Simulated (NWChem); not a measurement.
System: BH2SeOCl; SMILES ClB(O)[SeH]

Output (shortened):

```
             Northwest Computational Chemistry Package (NWChem) 7.3.0
             --------------------------------------------------------

                             Geometry "geometry" -> ""
                             -------------------------

 Output coordinates in angstroms (scale by  1.889725989 to convert to a.u.)

  No.       Tag          Charge          X              Y              Z
 ---- ---------------- ---------- -------------- -------------- --------------
    1 B                    5.0000     0.47599800     0.56418800     0.00000000
    2 Cl                  17.0000    -0.65395400     1.93232300     0.00000000
    3 O                    8.0000     1.80574200     0.76452500     0.00000000
    4 H                    1.0000     2.04950100     1.69792100     0.00000000
    5 Se                  34.0000    -0.26420300    -1.23095100     0.00000000
    6 H                    1.0000     1.05722400    -1.87737600     0.00000000

 Effective nuclear repulsion energy (a.u.)     290.8899835890

  pbe96 is a nonlocal functional; adding pw91lda local functional.
                              NWChem Property Module
                              ----------------------

  itol2e modified to match energy
  convergence criterion.

                                 NWChem DFT Module
                                 -----------------

 Summary of "ao basis" -> "ao basis" (spherical)
 ------------------------------------------------------------------------------
       Tag                 Description            Shells   Functions and Types
 ---------------- ------------------------------  ------  ---------------------
 B                          pcsseg-1                 7       17   3s3p1d
 Cl                         pcsseg-1                10       24   4s5p1d
 O                          pcsseg-1                 7       17   3s3p1d
 H                          pcsseg-1                 3        5   2s1p
 Se                         pcsseg-1                15       41   5s7p3d

  itol2e modified to match energy
  convergence criterion.

            General Information
            -------------------
          SCF calculation type: DFT
          Wavefunction type:  closed shell.
          No. of atoms     :     6
          No. of electrons :    66
           Alpha electrons :    33
            Beta electrons :    33
          Charge           :     0
          Spin multiplicity:     1
          Use of symmetry is: off; symmetry adaption is: off
          Maximum number of iterations: 150
          AO basis - number of functions:   109
                     number of shells:    45
          Convergence on energy requested:  1.00D-07
          Convergence on density requested:  1.00D-05
          Convergence on gradient requested:  5.00D-04

              XC Information
              --------------
          PerdewBurkeErnzerhof Exchange Functional  1.000
            Perdew 1991 LDA Correlation Functional  1.000 local
           PerdewBurkeErnz. Correlation Functional  1.000 non-local

             Grid Information
             ----------------
          Grid used for XC integration:  fine
          Radial quadrature: Mura-Knowles
          Angular quadrature: Lebedev.
          Tag              B.-S. Rad. Rad. Pts. Rad. Cut. Ang. Pts.
          ---              ---------- --------- --------- ---------
          B                   0.85       70           9.0       590
          Cl                  1.00      123          12.0       770
          O                   0.60       70           9.0       590
          H                   0.35       60          11.0       590
          Se                  1.15      140          11.0       974
          Grid pruning is: on
          Number of quadrature shells:   523
          Spatial weights used:  Erf1

      Superposition of Atomic Density Guess
      -------------------------------------

 Sum of atomic energies:       -2959.23711250

      Non-variational initial energy
      ------------------------------

 Total energy =   -2960.556406
 1-e energy   =   -4694.624934
 2-e energy   =    1443.178544
 HOMO         =      -0.309753
 LUMO         =       0.068862

   convergence    iter        energy       DeltaE   RMS-Dens  Diis-err
 ---------------- ----- ----------------- --------- --------- ---------
 d= 0,ls=0.0,diis     1  -2962.1052519346 -3.25D+03  1.13D-02  3.14D+00
 d= 0,ls=0.0,diis     2  -2961.9734542662  1.32D-01  1.04D-02  2.36D+00
 d= 0,ls=0.0,diis     3  -2962.1038675374 -1.30D-01  4.15D-03  1.15D+00
 d= 0,ls=0.0,diis     4  -2962.2114074413 -1.08D-01  1.47D-03  2.89D-02
 d= 0,ls=0.0,diis     5  -2962.2134266559 -2.02D-03  7.44D-04  9.50D-03
  Resetting Diis
 d= 0,ls=0.0,diis     6  -2962.2145774624 -1.15D-03  2.14D-04  5.47D-04
 d= 0,ls=0.0,diis     7  -2962.2146610960 -8.36D-05  1.36D-04  4.71D-05
 d= 0,ls=0.0,diis     8  -2962.2146486685  1.24D-05  8.05D-05  1.34D-04
 d= 0,ls=0.0,diis     9  -2962.2146682583 -1.96D-05  9.50D-06  3.69D-06
 d= 0,ls=0.0,diis    10  -2962.2146685906 -3.32D-07  2.59D-06  9.03D-08
 d= 0,ls=0.0,diis    11  -2962.2146685996 -9.01D-09  8.99D-07  1.65D-08

         Total DFT energy =    -2962.214668599643
      One electron energy =    -4697.066434805701
           Coulomb energy =     1572.149725015631
    Exchange-Corr. energy =     -128.187942398569
 Nuclear repulsion energy =      290.889983588995

 Numeric. integr. density =       65.999999667836

                       DFT Final Molecular Orbital Analysis
                       ------------------------------------

 Vector   31  Occ=2.000000D+00  E=-2.999693D-01
              MO Center= -3.9D-02,  1.6D+00, -6.2D-09, r^2= 2.4D+00
   Bfn.  Coefficient  Atom+Function         Bfn.  Coefficient  Atom+Function
  ----- ------------  ---------------      ----- ------------  ---------------
    33      0.503914  2 Cl pz                36      0.422021  2 Cl pz
    50     -0.247056  3 O  pz                53     -0.247702  3 O  pz
    24     -0.133713  2 Cl pz                27     -0.131389  2 Cl pz
    47     -0.131338  3 O  pz                30      0.067841  2 Cl pz
     9      0.029690  1 B  pz                89      0.028357  5 Se pz

 Vector   32  Occ=2.000000D+00  E=-2.880480D-01
              MO Center= -4.2D-01,  1.3D+00, -6.3D-10, r^2= 3.0D+00
   Bfn.  Coefficient  Atom+Function         Bfn.  Coefficient  Atom+Function
  ----- ------------  ---------------      ----- ------------  ---------------
    31      0.373108  2 Cl px                32      0.356181  2 Cl py
    34      0.315853  2 Cl px                35      0.295585  2 Cl py
    88      0.198456  5 Se py                85      0.190549  5 Se py
    87      0.109660  5 Se px                48      0.106299  3 O  px
    22     -0.098744  2 Cl px                25     -0.096996  2 Cl px

 Vector   33  Occ=2.000000D+00  E=-2.292519D-01
              MO Center= -1.3D-01, -9.4D-01,  4.9D-10, r^2= 2.4D+00
   Bfn.  Coefficient  Atom+Function         Bfn.  Coefficient  Atom+Function
  ----- ------------  ---------------      ----- ------------  ---------------
    89      0.579899  5 Se pz                86      0.475146  5 Se pz
    80     -0.179108  5 Se pz                83     -0.129578  5 Se pz
    33     -0.124553  2 Cl pz                53     -0.124999  3 O  pz
    36     -0.118212  2 Cl pz                50     -0.112662  3 O  pz
     9      0.088672  1 B  pz                47     -0.060318  3 O  pz

 Vector   34  Occ=0.000000D+00  E=-3.810239D-02
              MO Center=  3.7D-01,  4.1D-01,  5.8D-09, r^2= 2.8D+00
   Bfn.  Coefficient  Atom+Function         Bfn.  Coefficient  Atom+Function
  ----- ------------  ---------------      ----- ------------  ---------------
    12      0.546591  1 B  pz                 9      0.537749  1 B  pz
    89     -0.370940  5 Se pz                53     -0.315764  3 O  pz
    36     -0.276136  2 Cl pz                50     -0.211364  3 O  pz
     6      0.206419  1 B  pz                33     -0.181257  2 Cl pz
    86     -0.179194  5 Se pz                47     -0.116266  3 O  pz

 Vector   35  Occ=0.000000D+00  E=-2.171831D-02
              MO Center=  4.1D-01, -1.5D+00,  9.7D-11, r^2= 3.3D+00
   Bfn.  Coefficient  Atom+Function         Bfn.  Coefficient  Atom+Function
  ----- ------------  ---------------      ----- ------------  ---------------
   106      1.208912  6 H  s                 87     -0.687065  5 Se px
    88      0.577491  5 Se py                68     -0.542243  5 Se s
   105      0.364831  6 H  s                 84     -0.238526  5 Se px
    85      0.206203  5 Se py                67     -0.194073  5 Se s
    66      0.159247  5 Se s                 11      0.134450  1 B  py

 Vector   36  Occ=0.000000D+00  E= 3.473120D-03
              MO Center=  1.8D+00,  1.4D+00, -8.3D-10, r^2= 4.3D+00
   Bfn.  Coefficient  Atom+Function         Bfn.  Coefficient  Atom+Function
  ----- ------------  ---------------      ----- ------------  ---------------
    60      1.246584  4 H  s                 44     -0.645423  3 O  s
     3      0.481484  1 B  s                 68     -0.455823  5 Se s
    88     -0.351949  5 Se py                10     -0.296479  1 B  px
    52     -0.291875  3 O  py               106      0.251135  6 H  s
    87     -0.235386  5 Se px                59      0.217478  4 H  s

     Multipole analysis of the density
     ---------------------------------

     L   x y z        total         alpha         beta         nuclear
     -   - - -        -----         -----         ----         -------
     0   0 0 0     -0.000000    -33.000000    -33.000000     66.000000

     1   1 0 0      0.622103      0.469287      0.469287     -0.316471
     1   0 1 0      0.221678      0.342480      0.342480     -0.463281
     1   0 0 1      0.000000      0.000000      0.000000      0.000000

     2   2 0 0    -30.825118    -90.726554    -90.726554    150.627991
     2   1 1 0      2.069530     -5.138857     -5.138857     12.347244
     2   1 0 1      0.000000      0.000000      0.000000      0.000000
     2   0 2 0    -29.254951   -242.584588   -242.584588    455.914224
     2   0 1 1      0.000000      0.000000      0.000000      0.000000
     2   0 0 2    -32.982945    -16.491472    -16.491472      0.000000

          -----------------------------------------
          Chemical Shielding Tensors (GIAO, in ppm)
          -----------------------------------------

                                NWChem CPHF Module
                                ------------------

  scftype          =     RHF
  nclosed          =       33
  nopen            =        0
  variables        =     2508
  # of vectors     =        3
  tolerance        = 0.10D-03
  level shift      = 0.00D+00
  max iterations   =       50
  max subspace     =       30

 SCF residual:    1.8354296548900342E-005

Iterative solution of linear equations
  No. of variables     2508
  No. of equations        3
  Maximum subspace       30
        Iterations       50
       Convergence  1.0D-04

   iter   nsub   residual    time
   ----  ------  --------  ---------
     1      3    8.98D-06      43.0

      Atom:    1  B
        Diamagnetic
    201.8861     -0.3296     -0.0000
     -0.3296    208.7026      0.0000
     -0.0000      0.0000    177.6223

        Paramagnetic
   -176.8869     17.0476     -0.0000
     17.0476   -156.0724      0.0000
     -0.0000      0.0000    -98.8201

        Total Shielding Tensor
     24.9991     16.7180     -0.0000
     16.7180     52.6302      0.0000
     -0.0000      0.0000     78.8022

           isotropic =      52.1438
          anisotropy =      39.9875

          Principal Components and Axis System
                 1           2           3
               78.8022     60.5025     17.1268

      1        -0.0000      0.4260      0.9047
      2         0.0000      0.9047     -0.4260
      3         1.0000      0.0000      0.0000

      Atom:    2  Cl
        Diamagnetic
   1147.8888     -3.9323      0.0000
     -3.9323   1152.5180      0.0000
      0.0000      0.0000   1143.9690

        Paramagnetic
   -540.2651   -154.3550      0.0000
   -154.3550   -298.6935      0.0000
      0.0000      0.0000   -346.7257

        Total Shielding Tensor
    607.6237   -158.2874      0.0000
   -158.2874    853.8245      0.0000
      0.0000      0.0000    797.2434

           isotropic =     752.8972
          anisotropy =     267.5215

          Principal Components and Axis System
                 1           2           3
              931.2449    797.2434    530.2033

      1        -0.4394      0.0000      0.8983
      2         0.8983      0.0000      0.4394
      3        -0.0000      1.0000     -0.0000

      Atom:    3  O
        Diamagnetic
    403.1370     11.6934      0.0000
     11.6934    390.3952      0.0000
      0.0000      0.0000    370.8402

        Paramagnetic
   -227.8152    -13.9940      0.0000
    -13.9940   -350.4028     -0.0000
      0.0000     -0.0000   -152.8898

        Total Shielding Tensor
    175.3218     -2.3006      0.0000
     -2.3006     39.9924     -0.0000
      0.0000     -0.0000    217.9504

           isotropic =     144.4216
          anisotropy =     110.2933

          Principal Components and Axis System
                 1           2           3
              217.9504    175.3609     39.9533

      1         0.0000      0.9999      0.0170
      2        -0.0000     -0.0170      0.9999
      3         1.0000     -0.0000      0.0000

      Atom:    4  H
        Diamagnetic
     30.5616      8.6767      0.0000
      8.6767     39.5347     -0.0000
      0.0000     -0.0000     17.9361

        Paramagnetic
     -2.9845     -2.8051      0.0000
     -2.8051     -9.7155      0.0000
      0.0000      0.0000      2.9756

        Total Shielding Tensor
     27.5771      5.8716      0.0000
      5.8716     29.8191      0.0000
      0.0000      0.0000     20.9117

           isotropic =      26.1026
          anisotropy =      12.8596

          Principal Components and Axis System
                 1           2           3
               34.6757     22.7205     20.9117

      1         0.6374      0.7706     -0.0000
      2         0.7706     -0.6374     -0.0000
      3         0.0000      0.0000      1.0000

      Atom:    5  Se
        Diamagnetic
   2999.8622     -0.2675     -0.0000
     -0.2675   3005.7984      0.0000
     -0.0000      0.0000   2993.4455

        Paramagnetic
  -1455.2761   -136.8956      0.0000
   -136.8956   -759.6631      0.0000
      0.0000      0.0000  -1149.8921

        Total Shielding Tensor
   1544.5861   -137.1631      0.0000
   -137.1631   2246.1353      0.0000
      0.0000      0.0000   1843.5533

           isotropic =    1878.0916
          anisotropy =     590.8614

          Principal Components and Axis System
                 1           2           3
             2271.9992   1843.5533   1518.7222

      1        -0.1853      0.0000      0.9827
      2         0.9827     -0.0000      0.1853
      3         0.0000      1.0000     -0.0000

      Atom:    6  H
        Diamagnetic
     40.1622    -11.0648     -0.0000
    -11.0648     28.7968      0.0000
     -0.0000      0.0000     17.2664

        Paramagnetic
     -3.9186      2.8866      0.0000
      2.8866      1.7654     -0.0000
      0.0000     -0.0000      3.0613

        Total Shielding Tensor
     36.2436     -8.1782     -0.0000
     -8.1782     30.5622     -0.0000
     -0.0000     -0.0000     20.3277

           isotropic =      29.0445
          anisotropy =      19.5239

          Principal Components and Axis System
                 1           2           3
               42.0604     24.7454     20.3277

      1         0.8149      0.5796      0.0000
      2        -0.5796      0.8149      0.0000
      3        -0.0000     -0.0000      1.0000
```

Level: PBE/pcSseg-1, GIAO. Coordinates come from a PBE0/def2-SVP optimisation. The printed shielding anisotropy is the first printed principal value minus the mean of the other two.

Question: Reconstruct the input file.

Answer: Several could match; the one computed here: the input that was run:
```
start job
memory heap 200 mb stack 900 mb global 1100 mb
geometry units angstroms noautosym nocenter noautoz
  B      0.475998     0.564188     0.000000
  Cl    -0.653954     1.932323     0.000000
  O      1.805742     0.764525     0.000000
  H      2.049501     1.697921     0.000000
  Se    -0.264203    -1.230951     0.000000
  H      1.057224    -1.877376     0.000000
end
basis spherical
  B library pcsseg-1
  Cl library pcsseg-1
  O library pcsseg-1
  H library pcsseg-1
  Se library pcsseg-1
end
dft
  xc xpbe96 cpbe96
  iterations 150
end
property
  shielding
end
task dft property
```
